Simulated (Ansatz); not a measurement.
Si5O6. Total charge 0; triplet. Geometry PBE-D4/def2-SVP, that of the neutral singlet.

```xyz
11

Si    0.921    2.043   -2.327
Si    2.117   -0.952   -2.253
Si   -0.612   -0.177    2.624
Si   -2.018   -0.781    0.758
Si    0.013   -0.004   -0.182
O    -0.002    1.446   -1.007
O     1.012   -1.100   -0.945
O     0.523    0.239    1.416
O    -0.392   -0.039    4.150
O     1.873    0.676   -2.700
O    -3.435   -1.350    0.466
```

At PBE0-D4/def2-TZVP a singlet of charge 0 lies 1.90 eV below the triplet at the same geometry. The structure comes from a short search, and lower isomers may exist.

(1) Estimate the α-spin orbital energies around the gap (eV) in Ansatz with PBE-D4/def2-TZVP, r2SCAN-D4/def2-TZVP, PBE0-D4/def2-TZVP.

Answers

(1) 
| orbital | PBE-D4/def2-TZVP | r2SCAN-D4/def2-TZVP | PBE0-D4/def2-TZVP |
| --- | --- | --- | --- |
| HOMO−5 | -8.27 | -8.69 | -9.86 |
| HOMO−4 | -8.12 | -8.49 | -9.64 |
| HOMO−3 | -7.93 | -8.22 | -9.23 |
| HOMO−2 | -7.25 | -7.65 | -8.60 |
| HOMO−1 | -6.95 | -7.14 | -8.02 |
| HOMO | -4.90 | -5.27 | -6.02 |
| LUMO | -3.77 | -3.69 | -2.91 |
| LUMO+1 | -3.23 | -3.09 | -2.44 |
| LUMO+2 | -3.00 | -2.86 | -2.12 |
| LUMO+3 | -2.20 | -2.13 | -1.50 |
| LUMO+4 | -1.76 | -1.52 | -1.00 |
| LUMO+5 | -1.28 | -0.95 | -0.40 |
| β HOMO | -6.92 | -7.11 | -7.98 |
| β LUMO | -6.48 | -6.48 | -5.98 |
